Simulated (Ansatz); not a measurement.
Ansatz (a quantum-chemistry and plane-wave program) input (HF/3-21G): The .json file is the Basis Set Exchange's 3-21G.

Ansatz 0.2 input:
```yaml
crystal:
  periodic: [false, false, false]
  atoms:
    - {symbol: C, position_ang: [1.79122027, 0.64691529, 0.12282610]}
    - {symbol: Si, position_ang: [0.52904190, -0.78286078, -0.13067726]}
    - {symbol: B, position_ang: [-1.43707960, -0.26633548, -0.05522719]}
    - {symbol: O, position_ang: [-1.96217241, 0.97412152, 0.15391910]}
    - {symbol: H, position_ang: [1.66292279, 1.40879587, -0.63856888]}
    - {symbol: H, position_ang: [1.65139199, 1.11200432, 1.09276673]}
    - {symbol: H, position_ang: [2.80790944, 0.27165345, 0.06526863]}
    - {symbol: H, position_ang: [0.75606597, -1.83440794, 0.90782136]}
    - {symbol: H, position_ang: [0.77181630, -1.42900973, -1.45707195]}
    - {symbol: H, position_ang: [-2.92123743, 1.08822853, 0.16709229]}
basis:
  gaussian:
    orbitals: 3-21G.json
hamiltonian:
  xc: {name: HF}
magnetization: {spin_polarized: true, initial_magnetization: 1}
phonons: {temperatures: {t_min: 298.15, t_max: 298.15, t_step: 100}}
```

Output:

```
Functional definition: HF
integrals: 0.01 GiB planned
648 factors; integrals over basis functions are off by at most 5.4e-4 eV
mean field: 0.18 GiB planned
mean field evaluation 1: about -11630.3413 eV, gradient 2.1e1 eV
mean field evaluation 2: about -11630.5334 eV, gradient 2.1e1 eV
mean field evaluation 4: about -11633.0589 eV, gradient 2.6e0 eV
mean field evaluation 8: about -11633.1872 eV, gradient 2.1e-1 eV
mean field -11633.18858112 eV, -427.5117950975 hartree, gradient 7.9e-5 eV, S^2 0.754691; 0 other end points of the search recorded, 0 dependent functions left out
the calculation of the forces begins
reference -11633.18858112 eV, -427.5117950975 hartree; 20, 19 occupied and 32, 33 virtual orbitals, 648 factors
these checks for a lower state are left out or cut short: stability, starts, cluster_reference, orbital_swaps, neighbouring_geometries, increment
integrals: 0.01 GiB planned
648 factors; integrals over basis functions are off by at most 5.4e-4 eV
mean field: 0.18 GiB planned
mean field evaluation 16: about -11632.9271 eV, gradient 6.9e-1 eV
mean field -11633.18843611 eV, -427.5117897687 hartree, gradient 7.4e-6 eV, S^2 0.754697; 0 other end points of the search recorded, 0 dependent functions left out
the calculation of the forces begins
reference -11633.18843611 eV, -427.5117897687 hartree; 20, 19 occupied and 32, 33 virtual orbitals, 648 factors
these checks for a lower state are left out or cut short: stability, starts, cluster_reference, orbital_swaps, neighbouring_geometries, increment
integrals: 0.01 GiB planned
648 factors; integrals over basis functions are off by at most 5.5e-4 eV
mean field: 0.18 GiB planned
mean field evaluation 32: about -11633.1884 eV, gradient 2.4e-4 eV
mean field -11633.18843373 eV, -427.5117896813 hartree, gradient 7.4e-6 eV, S^2 0.754685; 0 other end points of the search recorded, 0 dependent functions left out
the calculation of the forces begins
reference -11633.18843373 eV, -427.5117896813 hartree; 20, 19 occupied and 32, 33 virtual orbitals, 648 factors
these checks for a lower state are left out or cut short: stability, starts, cluster_reference, orbital_swaps, neighbouring_geometries, increment
integrals: 0.01 GiB planned
648 factors; integrals over basis functions are off by at most 5.5e-4 eV
mean field: 0.18 GiB planned
mean field -11633.18841652 eV, -427.5117890489 hartree, gradient 7.4e-6 eV, S^2 0.754696; 0 other end points of the search recorded, 0 dependent functions left out
the calculation of the forces begins
reference -11633.18841652 eV, -427.5117890489 hartree; 20, 19 occupied and 32, 33 virtual orbitals, 648 factors
these checks for a lower state are left out or cut short: stability, starts, cluster_reference, orbital_swaps, neighbouring_geometries, increment
integrals: 0.01 GiB planned
648 factors; integrals over basis functions are off by at most 5.4e-4 eV
mean field: 0.18 GiB planned
mean field -11633.18841825 eV, -427.5117891124 hartree, gradient 7.4e-6 eV, S^2 0.754685; 0 other end points of the search recorded, 0 dependent functions left out
the calculation of the forces begins
reference -11633.18841825 eV, -427.5117891124 hartree; 20, 19 occupied and 32, 33 virtual orbitals, 648 factors
these checks for a lower state are left out or cut short: stability, starts, cluster_reference, orbital_swaps, neighbouring_geometries, increment
integrals: 0.01 GiB planned
648 factors; integrals over basis functions are off by at most 5.4e-4 eV
mean field: 0.18 GiB planned
mean field -11633.18849026 eV, -427.5117917586 hartree, gradient 7.4e-6 eV, S^2 0.754686; 0 other end points of the search recorded, 0 dependent functions left out
the calculation of the forces begins
reference -11633.18849026 eV, -427.5117917586 hartree; 20, 19 occupied and 32, 33 virtual orbitals, 648 factors
these checks for a lower state are left out or cut short: stability, starts, cluster_reference, orbital_swaps, neighbouring_geometries, increment
integrals: 0.01 GiB planned
648 factors; integrals over basis functions are off by at most 5.4e-4 eV
mean field: 0.18 GiB planned
mean field evaluation 64: about -11632.9271 eV, gradient 6.9e-1 eV
mean field -11633.18848932 eV, -427.5117917243 hartree, gradient 7.4e-6 eV, S^2 0.754696; 0 other end points of the search recorded, 0 dependent functions left out
the calculation of the forces begins
reference -11633.18848932 eV, -427.5117917243 hartree; 20, 19 occupied and 32, 33 virtual orbitals, 648 factors
these checks for a lower state are left out or cut short: stability, starts, cluster_reference, orbital_swaps, neighbouring_geometries, increment
integrals: 0.01 GiB planned
648 factors; integrals over basis functions are off by at most 5.4e-4 eV
mean field: 0.18 GiB planned
[...]
these checks for a lower state are left out or cut short: stability, starts, cluster_reference, orbital_swaps, neighbouring_geometries, increment
integrals: 0.01 GiB planned
648 factors; integrals over basis functions are off by at most 5.4e-4 eV
mean field: 0.18 GiB planned
mean field -11633.18852299 eV, -427.5117929615 hartree, gradient 7.4e-6 eV, S^2 0.754691; 0 other end points of the search recorded, 0 dependent functions left out
the calculation of the forces begins
reference -11633.18852299 eV, -427.5117929615 hartree; 20, 19 occupied and 32, 33 virtual orbitals, 648 factors
these checks for a lower state are left out or cut short: stability, starts, cluster_reference, orbital_swaps, neighbouring_geometries, increment
integrals: 0.01 GiB planned
648 factors; integrals over basis functions are off by at most 5.5e-4 eV
mean field: 0.18 GiB planned
mean field evaluation 256: about -11633.1885 eV, gradient 2.1e-6 eV
mean field -11633.18852258 eV, -427.5117929462 hartree, gradient 7.4e-6 eV, S^2 0.754690; 0 other end points of the search recorded, 0 dependent functions left out
the calculation of the forces begins
reference -11633.18852258 eV, -427.5117929462 hartree; 20, 19 occupied and 32, 33 virtual orbitals, 648 factors
these checks for a lower state are left out or cut short: stability, starts, cluster_reference, orbital_swaps, neighbouring_geometries, increment
integrals: 0.01 GiB planned
648 factors; integrals over basis functions are off by at most 5.4e-4 eV
mean field: 0.18 GiB planned
mean field -11633.18857278 eV, -427.5117947914 hartree, gradient 7.4e-6 eV, S^2 0.754693; 0 other end points of the search recorded, 0 dependent functions left out
the calculation of the forces begins
reference -11633.18857278 eV, -427.5117947914 hartree; 20, 19 occupied and 32, 33 virtual orbitals, 648 factors
these checks for a lower state are left out or cut short: stability, starts, cluster_reference, orbital_swaps, neighbouring_geometries, increment
integrals: 0.01 GiB planned
648 factors; integrals over basis functions are off by at most 5.4e-4 eV
mean field: 0.18 GiB planned
mean field -11633.18857275 eV, -427.5117947902 hartree, gradient 7.4e-6 eV, S^2 0.754689; 0 other end points of the search recorded, 0 dependent functions left out
the calculation of the forces begins
reference -11633.18857275 eV, -427.5117947902 hartree; 20, 19 occupied and 32, 33 virtual orbitals, 648 factors
these checks for a lower state are left out or cut short: stability, starts, cluster_reference, orbital_swaps, neighbouring_geometries, increment
integrals: 0.01 GiB planned
648 factors; integrals over basis functions are off by at most 5.4e-4 eV
mean field: 0.18 GiB planned
mean field -11633.18855026 eV, -427.5117939636 hartree, gradient 7.4e-6 eV, S^2 0.754690; 0 other end points of the search recorded, 0 dependent functions left out
the calculation of the forces begins
reference -11633.18855026 eV, -427.5117939636 hartree; 20, 19 occupied and 32, 33 virtual orbitals, 648 factors
these checks for a lower state are left out or cut short: stability, starts, cluster_reference, orbital_swaps, neighbouring_geometries, increment
integrals: 0.01 GiB planned
648 factors; integrals over basis functions are off by at most 5.4e-4 eV
mean field: 0.18 GiB planned
mean field evaluation 288: about -11632.9302 eV, gradient 2.5e-3 eV
mean field -11633.18854985 eV, -427.5117939484 hartree, gradient 7.4e-6 eV, S^2 0.754691; 0 other end points of the search recorded, 0 dependent functions left out
the calculation of the forces begins
reference -11633.18854985 eV, -427.5117939484 hartree; 20, 19 occupied and 32, 33 virtual orbitals, 648 factors
these checks for a lower state are left out or cut short: stability, starts, cluster_reference, orbital_swaps, neighbouring_geometries, increment
integrals: 0.01 GiB planned
648 factors; integrals over basis functions are off by at most 5.4e-4 eV
mean field: 0.18 GiB planned
mean field -11633.18855023 eV, -427.5117939624 hartree, gradient 7.4e-6 eV, S^2 0.754691; 0 other end points of the search recorded, 0 dependent functions left out
the calculation of the forces begins
reference -11633.18855023 eV, -427.5117939624 hartree; 20, 19 occupied and 32, 33 virtual orbitals, 648 factors
these checks for a lower state are left out or cut short: stability, starts, cluster_reference, orbital_swaps, neighbouring_geometries, increment
integrals: 0.01 GiB planned
648 factors; integrals over basis functions are off by at most 5.4e-4 eV
mean field: 0.18 GiB planned
mean field -11633.18855098 eV, -427.5117939902 hartree, gradient 7.4e-6 eV, S^2 0.754690; 0 other end points of the search recorded, 0 dependent functions left out
the calculation of the forces begins
reference -11633.18855098 eV, -427.5117939902 hartree; 20, 19 occupied and 32, 33 virtual orbitals, 648 factors
these checks for a lower state are left out or cut short: stability, starts, cluster_reference, orbital_swaps, neighbouring_geometries, increment
integrals: 0.01 GiB planned
648 factors; integrals over basis functions are off by at most 5.4e-4 eV
mean field: 0.18 GiB planned
mean field evaluation 320: about -11633.1886 eV, gradient 2.4e-4 eV
mean field -11633.18856537 eV, -427.5117945190 hartree, gradient 7.4e-6 eV, S^2 0.754690; 0 other end points of the search recorded, 0 dependent functions left out
the calculation of the forces begins
reference -11633.18856537 eV, -427.5117945190 hartree; 20, 19 occupied and 32, 33 virtual orbitals, 648 factors
these checks for a lower state are left out or cut short: stability, starts, cluster_reference, orbital_swaps, neighbouring_geometries, increment
integrals: 0.01 GiB planned
648 factors; integrals over basis functions are off by at most 5.4e-4 eV
mean field: 0.18 GiB planned
mean field -11633.18856695 eV, -427.5117945770 hartree, gradient 7.4e-6 eV, S^2 0.754691; 0 other end points of the search recorded, 0 dependent functions left out
the calculation of the forces begins
reference -11633.18856695 eV, -427.5117945770 hartree; 20, 19 occupied and 32, 33 virtual orbitals, 648 factors
these checks for a lower state are left out or cut short: stability, starts, cluster_reference, orbital_swaps, neighbouring_geometries, increment
integrals: 0.01 GiB planned
648 factors; integrals over basis functions are off by at most 5.4e-4 eV
mean field: 0.18 GiB planned
mean field -11633.18849855 eV, -427.5117920633 hartree, gradient 7.4e-6 eV, S^2 0.754688; 0 other end points of the search recorded, 0 dependent functions left out
the calculation of the forces begins
reference -11633.18849855 eV, -427.5117920633 hartree; 20, 19 occupied and 32, 33 virtual orbitals, 648 factors
these checks for a lower state are left out or cut short: stability, starts, cluster_reference, orbital_swaps, neighbouring_geometries, increment
integrals: 0.01 GiB planned
648 factors; integrals over basis functions are off by at most 5.4e-4 eV
mean field: 0.18 GiB planned
mean field -11633.18849909 eV, -427.5117920832 hartree, gradient 7.4e-6 eV, S^2 0.754694; 0 other end points of the search recorded, 0 dependent functions left out
the calculation of the forces begins
reference -11633.18849909 eV, -427.5117920832 hartree; 20, 19 occupied and 32, 33 virtual orbitals, 648 factors
Total energy: -11633.18858112 eV, -427.5117950975 hartree
Atom 0 at     1.791220     0.646915     0.122826 Å, force    -0.000486     0.000482     0.000079 eV/Å
Atom 1 at     0.529042    -0.782861    -0.130677 Å, force    -0.000629     0.000199     0.000030 eV/Å
Atom 2 at    -1.437080    -0.266335    -0.055227 Å, force     0.000566    -0.001057    -0.000178 eV/Å
Atom 3 at    -1.962172     0.974122     0.153919 Å, force     0.000330     0.000990     0.000172 eV/Å
Atom 4 at     1.662923     1.408796    -0.638569 Å, force     0.000097    -0.000149     0.000109 eV/Å
Atom 5 at     1.651392     1.112004     1.092767 Å, force     0.000098    -0.000104    -0.000151 eV/Å
Atom 6 at     2.807909     0.271653     0.065269 Å, force     0.000061    -0.000208    -0.000035 eV/Å
Atom 7 at     0.756066    -1.834408     0.907821 Å, force     0.000009     0.000103    -0.000171 eV/Å
Atom 8 at     0.771816    -1.429010    -1.457072 Å, force     0.000007     0.000040     0.000195 eV/Å
Atom 9 at    -2.921237     1.088229     0.167092 Å, force    -0.000053    -0.000295    -0.000051 eV/Å
Dipole moment:    -0.326906     0.157584     0.024836 e Å
Vibrations: 55.55 103.41 142.51 343.93 430.28 549.79 596.16 707.05 737.24 812.49 993.36 999.79 1010.59 1087.20 1440.39 1467.41 1632.60 1632.98 2223.31 2235.72 3188.95 3260.80 3264.75 3879.89 cm⁻¹, zero-point energy 2.033102 eV
```

The blocks after the first are displaced geometries, from whose forces the wavenumbers follow.
